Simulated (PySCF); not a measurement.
Compound: (Cl2Ga-mu-SH)3.
Bonds: Ga1–Cl2, Ga1–Cl3, Ga1–S4, Ga1–S12, S4–Ga5, Ga5–Cl6, Ga5–Cl7, Ga5–S8, S8–Ga9, Ga9–Cl10, Ga9–Cl11, Ga9–S12. Hydrogens: H13 on S4; H14 on S8; H15 on S12.

Computed with PySCF 2.14.0, PBE0-D3(BJ)/def2-SVP geometry optimisation, gas phase.

Task: List the bond lengths, angles and torsions at this level.

Result: 
```csv
bond,length (pm)
"Ga1–Cl2, Ga5–Cl6, Ga9–Cl10",214.8
"Ga1–Cl3, Ga5–Cl7, Ga9–Cl11",213.3
"Ga1–S4, S4–Ga5, Ga9–S12",236.6
"Ga1–S12, Ga5–S8, S8–Ga9",236.0
"S4–H13, S8–H14, S12–H15",135.3
```

Bonds in one row agree within 1 pm and their mean is given. A selection of angles:
```csv
angle,degrees
Cl2–Ga1–Cl3,117.6
Cl2–Ga1–S4,106.4
Cl2–Ga1–S12,104.5
Cl3–Ga1–S4,114.2
Cl3–Ga1–S12,115.5
S4–Ga1–S12,96.1
Ga1–S4–Ga5,109.2
S4–Ga5–Cl7,111.7
S4–Ga5–S8,105.7
Cl6–Ga5–Cl7,120.3
Cl6–Ga5–S8,107.7
Ga5–S8–Ga9,111.4
S8–Ga9–Cl11,108.5
S8–Ga9–S12,104.5
H13–S4–Ga1,96.4
H13–S4–Ga5,94.8
H14–S8–Ga5,100.4
H14–S8–Ga9,99.7
```

Torsions: Cl2–Ga1–S4–Ga5 -179° (antiperiplanar); Cl2–Ga1–S12–Ga9 176° (antiperiplanar); Ga1–S4–Ga5–Cl6 179° (antiperiplanar); S4–Ga5–S8–Ga9 57° (synclinal); Ga5–S8–Ga9–Cl10 -167° (antiperiplanar); S8–Ga9–S12–Ga1 69° (synclinal).

Ga1 (gallium bonded to 2 Cl and 2 S) has angles from 96.1° to 117.6°. S4 (sulfur bonded to 2 Ga and H) is pyramidal (angles 109.2°, 96.4° and 94.8°, sum 300.4°, 0.88 Å off the plane of its three neighbours).

Point group: near Cs, missed by 0.09 Å at most; the miss may be what the optimiser left on a soft mode. Whether it is a minimum is left open (no frequencies). One conformer, not necessarily the lowest.
